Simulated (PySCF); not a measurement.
Excited states of Bi⁵⁺ (bismuth, charge +5)

Ground state [Xe] 4f14 5d10, ¹S. Computed with PySCF 2.14 in aug-cc-pVDZ-PP with two added diffuse shells each of s, p, d type with ECP60MDF (7s6p5d, 50 functions), with scalar relativity through the core potential. Vertical excitation energies in eV without spin-orbit coupling; excited terms of each kind are numbered among those the solver found. Frozen: 5s2 5p6.

| term | leading excitation | EOM-EE-CCSD |
| --- | --- | --- |
| 1 3D | 5d → s | 20.588 |
| 1 1D | 5d → s | 21.656 |
| 1 3P° | 5d → p | 34.646 |
| 1 3F° | 5d → p | 35.298 |
| 1 1F° | 5d → p | 35.719 |
| 1 1D° | 5d → p | 36.315 |
| 1 3D° | 5d → p | 36.352 |
| 1 1P° | 5d → p | 36.547 |
| 1 3G | 5d → d | 51.711 |
| 1 1G | 5d → d | 51.884 |
| 2 3D | 5d → d | 51.956 |
| 2 1D | 5d → d | 52.306 |

The spin-orbit splitting of the hole, absent here, rivals or exceeds the spacing of these terms, so the LS terms are model states.

The solver can miss terms.
